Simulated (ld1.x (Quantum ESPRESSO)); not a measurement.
# Cutoff test, argon (Ar), TM

```json
{"Element": "argon", "Generator": "ld1.x (Quantum ESPRESSO) 7.5", "Type": "norm-conserving Troullier–Martins (Kleinman–Bylander form)", "Functional": "PBE", "Relativity": "non-relativistic", "Frozen core": "[Ne]", "Valence charge": "8", "Reference configuration": "3s2 3p6", "Partial waves": "3s (bound): rc 0.95 bohr; 3p (bound): rc 1.25 bohr", "Local potential": "the p channel", "Core correction": "none"}
```

The pseudo-atom Hamiltonian at the reference potential is diagonalised in spherical Bessel functions j_l(qr) that vanish at 20 bohr, with q² up to the cutoff. All-electron valence levels (Ry): 3s -1.7684, 3p -0.7560.

Problem. How do the lowest levels (Ry) of each channel move with the cutoff, and are there ghosts?

Solution.

| cutoff (Ry) | s #1 | s #2 | p #1 | d #1 | d #2 | f #1 | f #2 | Σ f·Δε (mRy) |
| --- | --- | --- | --- | --- | --- | --- | --- | --- |
| 8 | -1.5092 | -0.0130 | -0.6238 | 0.0775 | 0.1763 | 0.1203 | 0.2595 | 1311.9 |
| 18 | -1.6737 | -0.0183 | -0.7518 | 0.0775 | 0.1759 | 0.1203 | 0.2595 | 214.8 |
| 30 | -1.7110 | -0.0197 | -0.7534 | 0.0775 | 0.1759 | 0.1203 | 0.2595 | 130.6 |
| 50 | -1.7303 | -0.0205 | -0.7559 | 0.0775 | 0.1759 | 0.1203 | 0.2595 | 77.2 |
| 80 | -1.7614 | -0.0217 | -0.7560 | 0.0775 | 0.1759 | 0.1203 | 0.2595 | 14.3 |
| 120 | -1.7641 | -0.0218 | -0.7560 | 0.0775 | 0.1759 | 0.1203 | 0.2595 | 8.7 |
| 180 | -1.7678 | -0.0220 | -0.7560 | 0.0775 | 0.1759 | 0.1203 | 0.2595 | 1.2 |
| 300 | -1.7683 | -0.0220 | -0.7560 | 0.0775 | 0.1759 | 0.1203 | 0.2595 | 0.2 |
| 400 | -1.7684 | -0.0220 | -0.7560 | 0.0775 | 0.1759 | 0.1203 | 0.2595 | 0.0 |

Result: no extra level below or beside the all-electron valence levels (s, p, d, f tested); 10 mRy is reached at 110 Ry and 1 mRy at 230 Ry.
